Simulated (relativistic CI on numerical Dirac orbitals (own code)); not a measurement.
Rh³⁺ (4d6) in a crystal field

Calculated by Dirac-Coulomb-Breit CI, orbitals from a KLI potential per configuration, a model potential for QED, valence Slater integrals scaled by 0.75, one configuration in a parametric crystal field (own radial code).

Field parameters in Wybourne normalisation: Td as Oh with Dq negative (B⁴₀ = 21Dq, B⁴₄ = √(5/14) B⁴₀). The field is a parameter set, without covalency.

S is read from ⟨S²⟩ = S(S + 1).

Powder χT (cm³ K mol⁻¹) by Van Vleck's formula, with temperature-independent terms:

| Field | 2 K | 5 K | 10 K | 20 K | 50 K | 100 K | 200 K | 300 K |
| --- | --- | --- | --- | --- | --- | --- | --- | --- |
| Td, 10Dq = -2650 cm⁻¹ | 0.126 | 0.316 | 0.632 | 1.26 | 2.87 | 3.93 | 4.4 | 4.53 |
| Td, 10Dq = -4800 cm⁻¹ | 0.108 | 0.271 | 0.542 | 1.08 | 2.48 | 3.42 | 3.83 | 3.93 |
| Td, 10Dq = -6900 cm⁻¹ | 0.102 | 0.255 | 0.511 | 1.02 | 2.32 | 3.18 | 3.54 | 3.63 |
| Td, 10Dq = -9050 cm⁻¹ | 0.0959 | 0.24 | 0.48 | 0.959 | 2.19 | 3 | 3.34 | 3.43 |
| Td, 10Dq = -11150 cm⁻¹ | 0.0879 | 0.22 | 0.44 | 0.879 | 2.04 | 2.84 | 3.18 | 3.27 |
| Td, 10Dq = -13300 cm⁻¹ | 0.0784 | 0.196 | 0.392 | 0.785 | 1.88 | 2.65 | 2.98 | 3.08 |
| Td, 10Dq = -15400 cm⁻¹ | 0.0719 | 0.177 | 0.33 | 0.602 | 1.33 | 2.04 | 2.52 | 2.68 |
| Td, 10Dq = -17550 cm⁻¹ | 0.012 | 0.0299 | 0.0598 | 0.12 | 0.299 | 0.603 | 1.17 | 1.52 |

Problem. For Td, 10Dq = -13300 cm⁻¹: what effective moment follows at 300 K?

Solution. μ_eff = √(8χT) = 4.96 μB. The ground level has S = 1.92; the spin-only moment for S = 2 is 4.90 μB. The difference comes from the orbital moment, spin-orbit mixing of terms and temperature-independent paramagnetism, all larger in this ionic model than in covalent complexes.
